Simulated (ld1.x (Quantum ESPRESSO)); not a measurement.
## Mo (Z = 42): one change to a TM potential, before and after

molybdenum (Mo), norm-conserving Troullier–Martins (Kleinman–Bylander form), made with ld1.x (Quantum ESPRESSO) 7.5 (LDA (PZ), scalar-relativistic). Core [Kr], reference 4d5 5s1 5p0. Waves: 5s (bound): rc 2.25 bohr; 5p (bound, empty): rc 3.80 bohr; 4d (bound): rc 1.50 bohr. Local part: the d channel. Core correction: none.

Change: wave 5s (bound): rc 2.25 bohr becomes 5s (bound): rc 1.58 bohr.

Cutoffs: the cutoffs (Ry, on a coarse ladder) from which the occupation-weighted sum of valence levels, in a spherical-Bessel basis at the reference potential, stays within 10 and 1 mRy of its value at 400 Ry; they do not see the model core or the augmentation charge, which bear on the density cutoff. Errors are all-electron minus pseudo energies relative to the spin-unpolarised reference configuration.

Problem. How do hardness, ghosts and transferability respond?

Solution. The potential gets harder (45 Ry and 55 Ry → 160 Ry and 230 Ry); both files keep a bound ghost (p, s); the number of tests with a reliable result goes from 9 to 8; of the 8 tests that both files solve, the error grows in 5 and shrinks in 1 by more than 15 % and 0.3 meV (median size 18.2 → 98.5 meV). A smaller radius makes the pseudo-wave follow the all-electron one further in, where it bends more sharply, so more plane waves are needed.

| quantity | base | changed |
| --- | --- | --- |
| cutoff, loose | 45 Ry | 160 Ry |
| cutoff, tight | 55 Ry | 230 Ry |
| loose cutoff by channel (10 mRy a level) | s 10 Ry, d 35 Ry | s 160 Ry, d 35 Ry |
| bound ghosts | s, p | s, p |
| tests with a reliable result | 9 of 9 | 8 of 9 |
| error for 4d5 5s0 5p0, meV [ΔE 7.19 eV] | +5.1 | +103 |
| error for 4d4 5s0 5p0, meV [ΔE 22.89 eV] | +31 | +94 |
| error for 4d3 5s0 5p0, meV [ΔE 49.85 eV] | +3.4 | +1.8 |
| error for 4d2 5s0 5p0, meV [ΔE 89.55 eV] | -74 | -173 |
| error for 4d5 5s0 5p1, meV [ΔE 3.24 eV] | +3.3 | +90 |
| error for 4d5 5s0.5 5p0, meV [ΔE 2.86 eV] | +0.5 | +14 |
| error for 4d5 5s1 5p0 (spin-polarised), meV [ΔE -3.92 eV] | +3607 | +3598 |
| error for 4d5 5s0 5p0 (spin-polarised), meV [ΔE 3.80 eV] | +3684 | +3804 |
| s: phases at 4.08 bohr within 0.05 rad from the reference energy up to (Ry; the scan ends near 5) | 1.0 | 1.4 |
| p: phases at 4.08 bohr within 0.05 rad from the reference energy up to (Ry; the scan ends near 5) | n/a | n/a |
| d: phases at 4.08 bohr within 0.05 rad from the reference energy up to (Ry; the scan ends near 5) | to the end of the scan | to the end of the scan |

 A true bound ghost makes a file unfit for plane-wave use even where its test errors are small: the radial tests pick states by their node count and pass the ghost by.
